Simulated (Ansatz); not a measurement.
The cluster Ag₁₂Bi, relaxed as a doublet with UKS PBE-D4/def2-SVP in Ansatz, starting from packed atoms. Force threshold 0.03 eV/Å.

In the def2 sets Ag, Bi take a core potential; there is no spin–orbit coupling. The structure comes from a short search, and lower isomers may exist.

Start:

Cartesian coordinates in Å:
```
Bi -3.9683 -0.2136 -1.1878
Ag 0.1149 2.2001 -0.8238
Ag -2.3348 1.1503 1.3473
Ag 2.9283 1.6870 -0.2555
Ag -2.1304 1.5887 -2.4565
Ag -0.3903 -2.7767 -2.2862
Ag 0.7655 0.2346 1.1810
Ag 3.4012 -0.9075 0.7167
Ag -1.4869 -1.5016 0.2181
Ag 1.1983 -2.4900 0.4221
Ag 1.1703 -0.2606 -1.6685
Ag 1.3254 2.9062 1.9408
Ag -0.5932 -1.6168 2.8524
```

```csv
step,energy (eV),largest force component (eV/Å),SCF passes
1,-53844.7122,1.105,39
2,-53845.6637,0.675,51
3,-53846.0367,0.686,45
4,-53846.2824,0.323,39
5,-53846.4745,0.280,40
6,-53846.6459,0.243,36
7,-53846.8172,0.304,33
8,-53846.9880,0.312,34
9,-53847.1450,0.325,34
10,-53847.2961,0.341,34
11,-53847.4347,0.279,33
12,-53847.5245,0.090,35
13,-53847.5321,0.120,34
14,-53847.5376,0.062,34
15,-53847.5405,0.030,31
16,-53847.5408,0.008,29
```

Force components are those of the run's own axes.

End:

```xyz
13

Bi   -3.167    1.187   -0.758
Ag   -0.451    2.086   -0.795
Ag   -1.546    0.937    1.581
Ag    2.287    1.894   -0.166
Ag   -1.444   -0.015   -2.623
Ag   -0.259   -2.613   -2.172
Ag    1.168    0.117    1.698
Ag    3.278   -0.795    0.143
Ag   -1.681   -1.263   -0.137
Ag    0.936   -2.382    0.359
Ag    1.083   -0.248   -1.459
Ag    0.548    2.809    1.853
Ag   -0.753   -1.715    2.477
```

Bonds lost: Ag7–Ag9 (atoms count from 1). Bonds formed: Bi1–Ag2, Ag3–Ag12, Ag5–Ag6, Ag5–Ag9, Ag5–Ag11 (atoms count from 1). Metal–metal contacts that move far: Ag3–Ag13 3.60 to 2.91 Å, Ag2–Ag7 2.88 to 3.57 Å, Ag2–Ag3 3.44 to 2.86 Å.

No frequencies were taken in this run, so the end may be a saddle point.

Run time 90 s (2 threads of AMD EPYC 7R13 on a shared host and a share (18 GiB) of an NVIDIA H100 80GB HBM3), peak host memory 1.2 GiB.
